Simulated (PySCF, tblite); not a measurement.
Question: Write a Z-matrix for `CC(=O)c1cnnn1[SiH](C)C` as optimised with GFN2-xTB.

Answer: 
Z-matrix in Å and degrees, rows numbered from 1:
```
C 
C   1  1.5032
O   2  1.2172  1  123.35
C   2  1.4471  1  116.58  3  -179.97
C   4  1.3885  2  135.33  1    -0.54
N   5  1.3401  4  107.59  2   179.76
N   6  1.2847  5  109.00  4    -0.08
N   7  1.3195  6  110.06  5     0.08
Si  8  1.7923  4  127.98  2     0.01
C   9  1.8968  8  101.47  4  -173.56
C   9  1.8976  8  108.55  4    71.00
H   1  1.0879  2  109.72  3   121.95
H   1  1.0883  2  109.63  3  -119.58
H   1  1.0866  2  109.96  3     1.11
H   5  1.0704  4  130.57  2    -0.36
H   9  1.4607  8  106.84  4   -57.49
H  10  1.0851  9  110.76  8   178.92
H  10  1.0853  9  111.56  8    58.79
H  10  1.0857  9  111.55  8   -60.86
H  11  1.0842  9  112.09  8   -74.78
H  11  1.0877  9  111.11  8    46.38
H  11  1.0851  9  109.87  8   165.44
```

Of the pairs four or more bonds apart, O3···Si9 is among the closest relative to their van der Waals radii: 2.74 Å, 76 % of the sum of Bondi's values. The 2 N–N bonds span 1.285 Å (N6–N7, aromatic) to 1.319 Å (N7–N8, aromatic), a spread of 0.034 Å. The 5-membered ring C4–C5–N6–N7–N8 has internal angles of 104.5° to 110.1°; it is planar, 0.00 Å rms from its mean plane, widest ring torsion 0°. N8 (pyrrole-type nitrogen) is planar (angles 128.0°, 123.1° and 108.9°, sum 360.0°, 0.00 Å off the plane of its three neighbours).

Computed geometry: GFN2-xTB, gas phase.

Point group: C1 (no symmetry element, even within 0.4 Å). Its GFN2-xTB frequencies are all real (lowest 48 cm⁻¹). One conformer, not necessarily the lowest (C1–C2–C4–C5 -1°, N7–N8–Si9–C10 6°).
